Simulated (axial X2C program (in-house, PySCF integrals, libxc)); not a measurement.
# Potential curves of AgP, two-component

Computed with an in-house relativistic program for diatomic molecules. Two-component (2c) means X2C with spin–orbit coupling and atomic mean-field two-electron Coulomb and Gaunt terms. Basis: Ag dyall-v3z [12s12p8d3f2g], P dyall-v3z [8s7p2d1f] (cores contracted in-house); Gaussian nuclei, density fitting, unrestricted open shells. Masses: Ag 106.905 u, P 30.974 u.

State: Ω = 1 (⟨Sz⟩ = 1.00, ⟨Lz⟩ = 0.00 at HF). Energies in eV from the fragments at the same level (Ag + P). Fits are polynomials in 1 − R0/R over 0.85 to 1.23 times the lowest point R0.

| R (Å) | MP2 | HF | PBE0 | B3LYP |
| --- | --- | --- | --- | --- |
| 2.0410 | -0.9351 | 0.7691 | -1.1229 | -1.0554 |
| 2.1349 | -1.2306 | 0.2642 | -1.4587 | -1.4033 |
| 2.2052 | -1.3477 | 0.0092 | -1.5996 | -1.5534 |
| 2.2756 | -1.3996 | -0.1648 | -1.6711 | -1.6344 |
| 2.3460 | -1.4023 | -0.2746 | -1.6901 | -1.6631 |
| 2.4281 | -1.3601 | -0.3398 | -1.6631 | -1.6477 |
| 2.5102 | -1.2839 | -0.3547 | -1.5983 | -1.5945 |
| 2.6158 | -1.1533 | -0.3257 | -1.4779 | -1.4889 |
| 2.7448 | -0.9594 | -0.2615 | -1.2985 | -1.3264 |
| 2.9325 |  |  | -1.0178 | -1.0647 |

Correlated methods: 16 electrons correlated (number of frozen shells: Ag 4 s, 3 p, 1 d; P 2 s, 1 p), 234 virtual spin orbitals or spinors in MP2.

One determinant describes the state; a PBE0 search over occupations chose it and may have missed a lower one. Dissociation energies refer to the lowest single-determinant-based atoms at the same level and basis. Density functionals use the spin component along the axis (collinear). Other states lie close and PBE0, whose exact exchange favours high spin, may order them wrongly; the determinant shown need not be the ground state. The nearest other 2c determinant of the search, Ω = 0, lies 0.94 eV up at the distance of the search. With several unpaired electrons one determinant need not be a pure state. Open-shell Ω = 0 determinants with evenly filled partner blocks cannot be reached by this program, so the Ω shown need not be the lowest component. This is the Ω = 1 component of a π² triplet; the 0⁺ component is not one determinant and can lie lowest. Some points did not converge and are left out. The determinant is spin-polarised beyond a pure state at some levels (its spin-free form has ⟨S²⟩ too high), which makes Re and μ there less reliable. The stretched end of a curve changes character and is left out. MP2 and coupled cluster on one determinant become unreliable at the stretched end.

Problem. Fit the MP2 curve near its minimum: give the equilibrium distance, the harmonic wavenumber and the well depth.

Solution. At MP2, 2c: Re = 2.314 Å, ωe ≈ 308 cm⁻¹, De = 1.41 eV to Ag + P; Be follows as 0.131 cm⁻¹.

Problem. What are Re, ωe and De at the HF level?

Solution. At HF, 2c: Re = 2.498 Å, ωe ≈ 245 cm⁻¹, De = 0.35 eV to Ag + P; Be follows as 0.112 cm⁻¹.

Problem. Fit the PBE0 curve near its minimum: give the equilibrium distance, the harmonic wavenumber and the well depth.

Solution. At PBE0, 2c: Re = 2.341 Å, ωe ≈ 302 cm⁻¹, De = 1.69 eV to Ag + P; Be follows as 0.128 cm⁻¹.

Problem. What are Re, ωe and De at the B3LYP level?

Solution. At B3LYP, 2c: Re = 2.359 Å, ωe ≈ 290 cm⁻¹, De = 1.66 eV to Ag + P; Be follows as 0.126 cm⁻¹.
